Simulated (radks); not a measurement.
Values are calculated unless marked as measured or tabulated.
Question: Species: Cu III. Configuration: [Ar] 3d8 4p1 (not the ground configuration). Code: a radial shooting solver on a logarithmic mesh with Libxc functionals. Model: Dirac Kohn-Sham, LDA (Slater exchange, VWN5 correlation), spin-unpolarised, spherical densities, point nucleus; open shells are shared between the two j in proportion to 2j + 1. Some entries of the table are withheld. Estimate them.

orbital      occ.  eigenvalue (hartree)  r(max) (bohr)  <r> (bohr)
1s1/2           2             -325.8360        0.03416     0.05221
2s1/2           2             -40.28810         0.1971      0.2355
2p1/2           2                   (1)         0.1564      0.2044
2p3/2           4                   (2)         0.1591      0.2077
3s1/2           2              -5.47722         0.6123      0.7067
3p1/2           2              -3.98449         0.6112         (3)
3p3/2           4              -3.88647         0.6191         (4)
3d3/2         3.2              -1.41475            (5)      0.8637
3d5/2         4.8              -1.40272            (6)      0.8686
4s1/2           0              -0.95178          1.875       2.165
4p1/2    0.333333              -0.67403          2.194       2.560
4p3/2    0.666667              -0.66631          2.219       2.586
4d3/2           0              -0.32911            (7)         (8)
4d5/2           0              -0.32844            (9)        (10)

Answer: 
(1) 2p1/2 eigenvalue (hartree): -35.49841
(2) 2p3/2 eigenvalue (hartree): -34.74730
(3) 3p1/2 <r> (bohr): 0.7309
(4) 3p3/2 <r> (bohr): 0.7410
(5) 3d3/2 r(max) (bohr): 0.5835
(6) 3d5/2 r(max) (bohr): 0.5862
(7) 4d3/2 r(max) (bohr): 3.417
(8) 4d3/2 <r> (bohr): 3.929
(9) 4d5/2 r(max) (bohr): 3.426
(10) 4d5/2 <r> (bohr): 3.937
